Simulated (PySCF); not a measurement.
This PySCF input asks for the NMR shieldings of `BO/C=C\O[SiH2]CC`, C$_{4}$H$_{11}$BO$_{2}$Si; the geometry comes from GFN2-xTB.

```python
import basis_set_exchange as bse
import numpy as np
from pyscf import gto, dft
from pyscf.prop import nmr

atoms = """
B    -4.109733    0.048514    1.381358
O    -2.913642    0.014240    0.807054
C    -2.686351   -0.305875   -0.492072
C    -1.466095   -0.321644   -1.026351
O    -0.355590    0.006571   -0.349825
Si    1.198013   -0.433948   -0.573286
C     2.143514    0.704636    0.604133
C     3.615074    0.324513    0.703850
H    -5.099059   -0.199481    0.783654
H    -4.117681    0.339686    2.515288
H    -3.550052   -0.557091   -1.097896
H    -1.339538   -0.601683   -2.064637
H     1.586059   -0.240484   -1.977597
H     1.357240   -1.855392   -0.244578
H     1.697445    0.667907    1.599376
H     2.066995    1.741595    0.271375
H     4.093503    0.379983   -0.271077
H     4.146302    0.989973    1.382342
H     3.723790   -0.692770    1.071755
"""
names = dict.fromkeys(["B", "O", "C", "Si", "H"], "pcSseg-1")
basis = {el: gto.basis.parse(bse.get_basis(n, elements=[el], fmt="nwchem")) for el, n in names.items()}
mol = gto.M(atom=atoms, basis=basis, charge=0, verbose=0)
mf = dft.RKS(mol, xc="PBE0")
mf.grids.level = 2
mf.grids.alignment = dft.numint.BLKSIZE   # the property module wants whole blocks of grid points
mf.conv_tol = 1e-9
mf.kernel()

calc = nmr.RKS(mf)   # GIAO
C = mf.mo_coeff
Co = C[:, mf.mo_occ > 0]
resp = mf.gen_response(singlet=True, hermi=2)
def vind(x):   # induced exchange potential for any number of trial vectors
    d = np.einsum("pi,xij,qj->xpq", C, 2 * x.reshape(-1, C.shape[1], Co.shape[1]), Co, optimize=True)
    return np.einsum("xpq,pi,qj->xij", resp(d - d.transpose(0, 2, 1)), C, Co, optimize=True).ravel()
mo1, _ = nmr.rhf.solve_mo1(calc, with_cphf=vind)
sigma = calc.kernel(mo1)
for i, s in enumerate(sigma):   # ppm
    print("%2d %-2s %9.2f" % (i, mol.atom_pure_symbol(i), np.trace(s) / 3))
```

Question: Give the expected output.

Answer: 
```
 0 B      56.17
 1 O      80.52
 2 C      48.79
 3 C      51.97
 4 O     246.69
 5 Si    361.92
 6 C     177.70
 7 C     180.27
 8 H      26.40
 9 H      26.77
10 H      25.44
11 H      25.93
12 H      26.64
13 H      26.83
14 H      30.38
15 H      30.46
16 H      30.97
17 H      30.32
18 H      30.86
```

These numbers come from an equivalent density-fitted implementation of the same equations, which agrees with the script to about 0.01 ppm for H and up to a few tenths of a ppm for heavy atoms, so last digits may differ.

Size and cost of the density-fitted run: 198 basis functions, 78 s wall time on 1 thread of an Arm Neoverse N1, shared host; peak memory 0.91 GiB.
